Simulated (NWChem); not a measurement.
Ionisation of HBN

```xyz
3

B      0.0000     0.0000    -0.6134
N      0.0000     0.0000     0.6948
H      0.0000     0.0000    -1.7968
```
Charge 0, spin multiplicity 2.

Program: NWChem. Structure: optimised with UB3LYP/def2-SVP, a minimum by its harmonic frequencies.

Basis set: def2-TZVP. The species with one electron less has spin multiplicity 3 and keeps the geometry of the parent. Δ marks differences of total energies (open shells unrestricted). −ε marks an orbital energy of the parent. That orbital need not have the symmetry of the hole or added electron in the Δ rows.

B3LYP has NWChem's definition, with VWN1-RPA local correlation. The structure started from a generated list of species. The unpaired electrons of the parent sit in orbitals of symmetry b2 (C2v labels of the run); other states weren't searched. No SCF solution was tested for a lower state. Open-shell Hartree-Fock references start from PBE0 orbitals.

Problem. For the first vertical ionisation energy, −ε(beta HOMO) of PBE gives 7.20 eV and −ε(beta HOMO) of B3LYP gives 8.22 eV. What do −ε(beta HOMO) of BLYP, −ε(beta HOMO) of HF, ΔB3LYP give?

Solution. −ε(beta HOMO) of BLYP: 7.08 eV; −ε(beta HOMO) of HF: 10.86 eV; ΔB3LYP: 11.44 eV.
